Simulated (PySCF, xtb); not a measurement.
BBr2, SMILES Br[B-]Br (connectivity only; charge and spin as stated), charge -1, multiplicity 1.

GFN2-xTB in xtb at its own geometry gives an orbital gap of 1.94 eV.

Geometry optimised at B3LYP-D3(BJ)/def2-SVPD.

Task: What does PySCF with ωB97X/def2-TZVPD give? (Estimate from the structure and the level; the computed values follow.)

Result: gap 7.35 eV (levels -2.92 and 4.43 eV).
